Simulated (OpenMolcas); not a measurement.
**Multiplet structure of neutral copper**

| Item | Value |
| --- | --- |
| Program | OpenMolcas 26.06 |
| Method | CASSCF |
| Basis | ANO-RCC-VTZP [6s5p3d2f1g] |
| Scalar Hamiltonian | DKH2, point nucleus |
| Active space | 11 electrons in 6 orbitals (3d 4s) |
| State averaging | 2S+1 = 2 even, 6 roots |
| Spin-orbit coupling | RASSI with atomic mean-field integrals over the reference wave functions, term energies averaged over their components |

With spin-orbit coupling, above the lowest level:

```
Configuration  Term    J  E (cm⁻¹)      g  Term weight %
      3d⁹ 4s²    ²D  5/2       0.0  1.200            100
      3d⁹ 4s²    ²D  3/2      1991  0.800            100
      3d¹⁰ 4s    ²S  1/2     22806  2.002            100
```

Against the 2 measured excited levels shown (NIST Handbook of Basic Atomic Spectroscopic Data) the mean absolute deviation is 34000 cm-1; the largest miss in energy is 3d⁹ 4s² ²D_3/2: computed -20815, measured 13245 cm⁻¹ (-257.1 %). These deviations count from the computed level that pairs with the measured ground level.

Spin-orbit coupling puts the lowest level 797 cm⁻¹ below the lowest spin-free term.

Without dynamic correlation excited terms often stand tens of per cent too high (terms of higher spin than the ground term too low), and those without a measured partner can miss by more than the paired ones. The lowest computed level is not the ground level that NIST lists (2S1/2). A single d shell beside an s shell can misplace configurations of different d count against each other. Computed and measured levels are paired by configuration, term and J; levels that our copy of the source lacks, or whose pairing is in doubt (as where it misses far off the trend of its configuration), stay unpaired and out of the deviations. Levels of configurations outside the active space are missing.

The term weight is that of the spin-free term in the level, not the purity of its configuration.
